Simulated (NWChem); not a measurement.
System: ZnHF; SMILES [F][ZnH]

Here is an NWChem input.

```
start job
memory heap 200 mb stack 900 mb global 1100 mb
geometry units angstroms noautosym nocenter noautoz
  Zn     0.000000     0.000000    -0.342236
  H      0.000000     0.000000    -1.854821
  F      0.000000     0.000000     1.400621
end
basis spherical
  * library def2-svpd
end
dft
  xc pbe0
  iterations 150
end
property
  response 1 0.0
end
task dft property
```

Structure relaxed at the PBE0/def2-SVP level.

Static field.

### Question
Predict the main results of this run. (PBE0/def2-SVPD.) Quantities: isotropic polarisability (bohr³); anisotropy (bohr³).

### Answer
| Item | Value |
|---|---|
| isotropic polarisability (bohr³) | 24.0 |
| anisotropy (bohr³) | 7.8 |
